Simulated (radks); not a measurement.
Excited configurations of Pb I: one electron is placed in a higher orbital outside [Hg] 6p1. The ground configuration is [Hg] 6p2. All-electron calculation, Dirac Kohn-Sham, PBE, spin-unpolarised, spherical densities, finite nucleus; open shells fill j = l - 1/2 first; Fermi nuclear charge, rms radius 5.5012 fm. Program: a radial shooting solver on a logarithmic mesh with Libxc functionals. Excitation = E - E(ground); binding = E(ion) - E, where the ion is the core of charge +1; n* = 1/sqrt(2 binding) in atomic units, and the quantum defect is n - n*.

5f5/2: excitation (eV) 6.451; binding (eV) 0.915; n* 3.856; quantum defect 1.144; eigenvalue (eV) -0.432
6d3/2: excitation (eV) 5.643; binding (eV) 1.724; n* 2.809; quantum defect 3.191; eigenvalue (eV) -0.701
6f5/2: excitation (eV) 6.732; binding (eV) 0.635; n* 4.630; quantum defect 1.370; eigenvalue (eV) -0.366
7s1/2: excitation (eV) 4.304; binding (eV) 3.063; n* 2.108; quantum defect 4.892; eigenvalue (eV) -1.741
7p1/2: excitation (eV) 5.237; binding (eV) 2.129; n* 2.528; quantum defect 4.472; eigenvalue (eV) -1.167
7d3/2: excitation (eV) 6.272; binding (eV) 1.095; n* 3.526; quantum defect 3.474; eigenvalue (eV) -0.600
7f5/2: excitation (eV) 6.907; binding (eV) 0.460; n* 5.439; quantum defect 1.561; eigenvalue (eV) -0.287

The Delta-SCF ionisation energy is 7.366 eV (NIST Atomic Spectra Database: 7.417 eV, measured). Self-interaction in the functional shifts the binding energies and quantum defects, so they are the method's values and not measured ones. Spin polarisation and multiplet splitting are left out, so open shells lie too high by an amount that depends on their filling.

Beside tabulated values, note that spin-unpolarised runs miss the spin-polarisation part of the exchange energy of open shells.
